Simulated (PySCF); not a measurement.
An unknown shows these calculated signals:

$^{1}$H NMR (600 MHz, computed): δ 8.43 (m, 1H), 5.56 (m, 2H), 2.34 (m, 1H), 1.09 (d, 6H), 0.95 (m, 2H).

$^{13}$C{$^{1}$H} NMR (computed): δ 189.2 (CH), 46.0 (CH), 20.7 (CH3).

One conformer, one averaged value for each set of equivalent atoms, no relativistic terms, no solvent. GFN2-xTB structure; σ from GIAO-PBE0/pcSseg-1; PySCF.

Referencing at the same level of theory: $^{1}$H, $^{13}$C vs TMS.

Question: Which of these does the molecule contain: a Si–H bond, an N-methyl group, a ketone, a (CH3)2CH unit, a vinyl group CH=CH2?

Answer: 
- A Si–H bond: yes (δH 5.56 (m)).
- An N-methyl group: no.
- A ketone: no.
- A (CH3)2CH unit: yes (δC 20.7, 46.0; δH 1.09 (d), 2.34 (m)).
- A vinyl group CH=CH2: no.

The data belong to `P[SiH2]/N=C/C(C)C`, C4H12NPSi; they needn't prove each group on their own.

Carbon signals by region: 1 in the far downfield region (above 160 ppm), 2 below 50 ppm. Above 160 ppm: 189.2, C=N carbon.

Splittings by $^{31}$P in the carbon and heteronuclear signals aren't shown, as no couplings were computed. Shifts are as computed. Against solution values, carbons near 30 ppm lie about +3 ppm off and those near 130 ppm about +5 ppm. Of 1309 compounds with measured shifts, 239 miss one by over three times the rms of a fit or turn the order of signals round; such compounds aren't used in these exercises. No couplings were computed; multiplicities are counted from neighbouring protons, with m where these are inequivalent, close in shift, in a saturated or five-membered ring or joined by F or P, and br s for small geminal =CH2 splittings.
